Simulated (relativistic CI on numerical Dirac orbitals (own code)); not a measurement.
**Electric-dipole transitions in Ag XXXVII**

These numbers are calculated, not measured: Dirac-Coulomb-Breit CI, KLI orbitals optimised for each configuration, QED by a radiative potential, unscaled Slater integrals (own radial code, finite nucleus).

Configuration list (outside the closed core [Ne]): 3s, 3p, 3d, 4s, 4p, 4d, 4f, 5s, 5p, 5d, 5f, 5g, 6s, 6p, 6d, 7s, 7p. Levels of other configurations are missing.

```csv
λ vac (nm),Lower,Upper,A (s⁻¹),gf,Branching (%)
0.83505,3p 2P°_3/2 [3],5d 2D_5/2 [17],7.06e+12,4.43e-01,72.6
0.89286,3d 2D_3/2 [4],5f 2F°_5/2 [18],9.38e+12,6.73e-01,63.1
0.89855,3d 2D_5/2 [5],5f 2F°_7/2 [19],9.89e+12,9.58e-01,67.2
1.0908,3s 2S_1/2 [1],4p 2P°_3/2 [8],5.13e+12,3.66e-01,79.8
1.1329,3p 2P°_1/2 [2],4d 2D_3/2 [9],1.07e+13,8.24e-01,82.4
1.1769,3p 2P°_3/2 [3],4d 2D_5/2 [10],1.32e+13,1.64e+00,99.8
1.2810,3d 2D_3/2 [4],4f 2F°_5/2 [11],2.59e+13,3.83e+00,93.3
1.2916,3d 2D_5/2 [5],4f 2F°_7/2 [12],2.75e+13,5.50e+00,99.9
2.4496,4s 2S_1/2 [6],5p 2P°_3/2 [15],1.11e+12,3.99e-01,20.8
2.5210,4p 2P°_1/2 [7],5d 2D_3/2 [16],1.97e+12,7.49e-01,20.3
2.6063,4p 2P°_3/2 [8],5d 2D_5/2 [17],2.50e+12,1.53e+00,25.7
2.7805,4d 2D_3/2 [9],5f 2F°_5/2 [18],4.50e+12,3.13e+00,30.3
2.8014,4d 2D_5/2 [10],5f 2F°_7/2 [19],4.81e+12,4.53e+00,32.7
2.9312,4f 2F°_5/2 [11],5g 2G_7/2 [20],7.76e+12,8.00e+00,96.1
2.9397,4f 2F°_7/2 [12],5g 2G_9/2 [21],8.01e+12,1.04e+01,99.6
4.7150,5p 2P°_1/2 [14],6d 2D_3/2 [25],5.45e+11,7.26e-01,8.2
4.8609,5p 2P°_3/2 [15],6d 2D_5/2 [26],7.09e+11,1.51e+00,10.8
8.1732,3p 2P°_1/2 [2],3d 2D_3/2 [4],8.67e+10,3.47e-01,93.6
9.7175,3s 2S_1/2 [1],3p 2P°_3/2 [3],7.21e+10,4.08e-01,100.0
10.671,3p 2P°_3/2 [3],3d 2D_5/2 [5],4.71e+10,4.83e-01,100.0
21.215,4p 2P°_1/2 [7],4d 2D_3/2 [9],2.13e+10,5.75e-01,0.2
23.735,4s 2S_1/2 [6],4p 2P°_3/2 [8],1.73e+10,5.83e-01,0.3
27.933,4p 2P°_3/2 [8],4d 2D_5/2 [10],1.13e+10,7.92e-01,0.1
43.094,5p 2P°_1/2 [14],5d 2D_3/2 [16],7.00e+09,7.79e-01,0.1
47.283,5s 2S_1/2 [13],5p 2P°_3/2 [15],5.61e+09,7.52e-01,0.1
56.886,5p 2P°_3/2 [15],5d 2D_5/2 [17],3.68e+09,1.07e+00,0.0
76.123,6p 2P°_1/2 [23],6d 2D_3/2 [25],2.80e+09,9.71e-01,0.0
82.834,6s 2S_1/2 [22],6p 2P°_3/2 [24],2.23e+09,9.18e-01,0.1
100.58,6p 2P°_3/2 [24],6d 2D_5/2 [26],1.47e+09,1.33e+00,0.0
132.87,7s 2S_1/2 [27],7p 2P°_3/2 [29],1.02e+09,1.08e+00,0.0
```

Terms are leading LS components. Brackets give the number of a level in order of energy, since labels repeat. The list gives strong lines, with weight on those to low levels, without lines whose two gauges differ by over a factor of 2.5. Levels whose partners in the same complex of configurations lie outside the list can be far off, and so can their lines. Rates are taken at the computed energies, electric ones in the length gauge.

At this charge energies of transitions that change n are usually good to better than 1 %, and those within a shell (Δn = 0) to a few per cent.

Q: From the table, what is the radiative lifetime of 5d 2D_5/2?

A: The listed rates from this level add up to about 9.57e+12 s⁻¹, 98 % of its decay; with all channels τ = 1.03e-13 s.
